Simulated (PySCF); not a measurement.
The same groups moved round the core (propene cyano+boryl). Isolated molecules, 0 K electronic values unless said otherwise. One relaxed conformer stands for each flexible species; it need not be the lowest. Strings in code marks are SMILES.

The four lowest singlet excitations (Tamm–Dancoff). Method: CAM-B3LYP-D3(BJ)/def2-TZVP (PySCF 2.14.0). Excitations are Tamm–Dancoff values on a coarser integration grid. The basis has no diffuse functions, so Rydberg states are missing or too high.

```json
[
 {"state": "S1", "energy (eV)": "5.55", "wavelength (nm)": "224", "oscillator strength": "0.000"},
 {"state": "S2", "energy (eV)": "5.67", "wavelength (nm)": "218", "oscillator strength": "0.003"},
 {"state": "S3", "energy (eV)": "6.28", "wavelength (nm)": "197", "oscillator strength": "0.562"},
 {"state": "S4", "energy (eV)": "7.27", "wavelength (nm)": "171", "oscillator strength": "0.008"}
]
```

Task: Say which member gives these states.
A. `BC(=C)CC#N`
B. `BC/C=C/C#N`
C. `B/C=C(\C)C#N`
D. `B/C=C/CC#N`

Result: D, `B/C=C/CC#N`
